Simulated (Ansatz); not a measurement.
`O=C[SiH2]Br` and `O=C[SiH2][Zn][OH]` differ in one atom or group.

Ansatz, PBE0-D4/def2-TZVP geometries, multiplicity 1. Each molecule was computed in one conformer, which needn't be the lowest.

Scalar relativity is left out up to krypton.

| property | `O=C[SiH2]Br` |
| --- | --- |
| LUMO energy (PBE/def2-TZVPP) / eV | -3.20 |
| HOMO energy (ωB97M-V/def2-TZVPP) / eV | -9.71 |
| HOMO–LUMO gap (PBE0/def2-TZVPP) / eV | 5.38 |
| LUMO energy (PBE0/def2-TZVPP) / eV | -2.06 |
| size of the dipole moment (ωB97M-V/def2-TZVPP) / D | 0.98 |
| size of the dipole moment (B3LYP/def2-TZVPP) / D | 0.95 |

Give the same properties after the change, and the shifts. (An estimate is asked.)

Ansatz gave: 
| property | `O=C[SiH2][Zn][OH]` | shift |
| --- | --- | --- |
| LUMO energy (PBE/def2-TZVPP) / eV | -2.88 | 0.32 |
| HOMO energy (ωB97M-V/def2-TZVPP) / eV | -9.46 | 0.25 |
| HOMO–LUMO gap (PBE0/def2-TZVPP) / eV | 5.48 | 0.10 |
| LUMO energy (PBE0/def2-TZVPP) / eV | -1.72 | 0.34 |
| size of the dipole moment (ωB97M-V/def2-TZVPP) / D | 1.92 | 0.94 |
| size of the dipole moment (B3LYP/def2-TZVPP) / D | 1.96 | 1.01 |

With PBE0 the HOMO rises by 0.25 eV and the LUMO rises by 0.34 eV, so the gap widens by about 0.09 eV. PBE moves the HOMO by 0.23 eV and ωB97M-V by 0.25 eV. Dipoles are sizes alone; their direction can turn.

B3LYP here is the variant with VWN-RPA as its local correlation; programs differ in this.

Spin–orbit coupling is left out; it splits and shifts lone-pair levels of the heavy atoms by tenths of an eV.
